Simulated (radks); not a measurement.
Ionisation ladder of europium, from Eu XXXIV to Eu XLV. Each ion is in the ground configuration listed by NIST, and IE = E(next ion) - E(this ion). All-electron calculation, scalar-relativistic Kohn-Sham, r2SCAN, spin-polarised, spherical densities, finite nucleus; open shells are filled with parallel spins first (spin-orbit coupling, left out, can overturn this in heavy ions); meta-GGA in the generalised Kohn-Sham scheme; Fermi nuclear charge, rms radius 5.1115 fm. Program: a radial shooting solver on a logarithmic mesh with Libxc functionals.

| species | configuration | E (hartree) | IE, Delta-SCF (eV) | -e(HOMO) (eV) | HOMO | <r> HOMO (bohr) | IE, NIST (eV) | kind | error (eV) |
|---|---|---|---|---|---|---|---|---|---|
| Eu XXXIV | [Ar] 3d10 4s2 | -10239.4150 | 1410.1 | 1392.9 | 4s | 0.498 | 1406 | theory | +4.1 |
| Eu XXXV | [Ar] 3d10 4s1 | -10187.5950 | 1458.3 | 1441.0 | 4s up | 0.495 | 1456.1 | semi-emp. | +2.3 |
| Eu XXXVI | [Ar] 3d10 | -10134.0025 | 2511.0 | 2462.7 | 3d | 0.219 | 2495 | theory | +16.0 |
| Eu XXXVII | [Ar] 3d9 | -10041.7263 | 2610.2 | 2561.5 | 3d down | 0.217 | 2591 | theory | +19.2 |
| Eu XXXVIII | [Ar] 3d8 | -9945.8032 | 2710.4 | 2661.2 | 3d down | 0.215 | 2697 | theory | +13.4 |
| Eu XXXIX | [Ar] 3d7 | -9846.1996 | 2811.3 | 2761.8 | 3d down | 0.213 | 2807 | theory | +4.3 |
| Eu XL | [Ar] 3d6 | -9742.8869 | 2912.8 | 2863.1 | 3d down | 0.211 | 2914 | theory | -1.2 |
| Eu XLI | [Ar] 3d5 | -9635.8444 | 3055.8 | 3003.7 | 3d up | 0.208 | 3022 | theory | +33.8 |
| Eu XLII | [Ar] 3d4 | -9523.5457 | 3163.0 | 3110.4 | 3d up | 0.206 | 3168 | theory | -5.0 |
| Eu XLIII | [Ar] 3d3 | -9407.3087 | 3271.0 | 3218.0 | 3d up | 0.205 | 3279 | theory | -8.0 |
| Eu XLIV | [Ar] 3d2 | -9287.1023 | 3379.7 | 3326.4 | 3d up | 0.203 | 3398 | theory | -18.3 |
| Eu XLV | [Ar] 3d1 | -9162.9003 | 3488.9 | 3435.5 | 3d up | 0.201 | 3510 | theory | -21.1 |

Reference values: NIST Atomic Spectra Database (exp. = measured, semi-emp. = semi-empirical, theory = theoretical value adopted there). The ionisation energy per charge of the ion left behind rises most, in proportion, at Eu XXXVI ([Ar] 3d10), from 41.666 to 69.749 eV. Open shells are spherical and high-spin; term and fine-structure splittings are not resolved. Spin-orbit splitting is averaged out at the scalar-relativistic level.
